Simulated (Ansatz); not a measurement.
`C[O][AlH][S][SiH3]` + `CCS` → `C[O][AlH][SH]` + `CCS[SiH3]`  (formal exchange of groups at the Al–S bond)

Gas-phase electronic energies from Ansatz, PBE0-D4/def2-TZVP geometries. CCSD(T)/CBS is the MP2 limit (def2-TZVPP, def2-QZVPP) plus CCSD(T) − MP2 in def2-TZVPP, frozen cores. This one scheme is used for every species. DFT in def2-TZVPP. B3LYP here is the variant with VWN-RPA as its local correlation; programs differ in this. Each species was taken in one conformer, which may not be the lowest.

| level | ΔE (kJ/mol) | difference from CCSD(T)/CBS |
| --- | --- | --- |
| PBE-D4 | 4.1 | -1.8 |
| PBE0-D4 | 6.2 | 0.3 |
| B3LYP-D4 | 5.9 | 0.0 |
| ωB97X-V | 6.3 | 0.4 |
| ωB97M-V | 6.1 | 0.2 |
| B2PLYP | 3.9 | -2.0 |
| PBE | 2.1 | -3.8 |
| r2SCAN | 4.5 | -1.4 |
| PBE0 | 4.3 | -1.6 |
| B3LYP | 2.7 | -3.2 |
| HF/def2-TZVPP | 6.7 | 0.8 |
| SCS-MP2/def2-TZVPP | 5.7 | -0.2 |
| CCSD(T)/def2-TZVPP | 5.4 | -0.5 |
| SCS-MP2/def2-QZVPP | 5.9 | 0.0 |
| HF/CBS(def2) | 6.8 | 0.9 |
| MP2/CBS(def2) | 6.2 | 0.3 |
| CCSD(T)/CBS | 5.9 | 0 |

Largest T1 diagnostic among the species: 0.012.

The D4 term adds +3.3 kJ/mol with B3LYP and +1.9 kJ/mol with PBE0; it sums over pairs of atoms, weighted by their polarisabilities, and B3LYP, whose exchange is more repulsive, gets the larger term.
